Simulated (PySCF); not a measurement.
The second ionisation energy along group 11

Calculated with PySCF 2.14 from differences of total energies of unrestricted determinants, without spin-orbit coupling. Values in eV. The last column holds reference values (NIST; (s) semi-empirical, (t) theoretical, else measured). Unmarked ones compare directly (S terms, centres of terms, or small fine structure); those marked * lie between the lowest fine-structure levels and include a spin-orbit shift.

```tsv
element	configurations	r2SCAN	MP2 (valence)	MP2 (valence and next inner shell)	CCSD (valence)	CCSD(T) (valence)	CCSD (valence and next inner shell)	reference
Cu (ANO-RCC-VTZP, spin-free X2C)	[Ar] 3d10 → [Ar] 3d9	20.503	20.956	21.646	19.888	20.127	20.069	20.292 *
Ag (ANO-RCC-VTZP, spin-free X2C)	[Kr] 4d10 → [Kr] 4d9	21.767	21.784	21.907	21.445	21.551	21.423	21.484 *
Au (ANO-RCC-VTZP, spin-free X2C)	[Xe] 4f14 5d10 → [Xe] 4f14 5d9	20.677	20.822	20.885	20.475	20.585	20.454	20.203 ± 0.025 *
```

"Valence" correlates the outer s and p shells and, in groups 3 to 12 and the f block, the outer d or f shell, open or full, or the next shell where the ion has no valence electron left; the wider scheme adds the next inner shell.
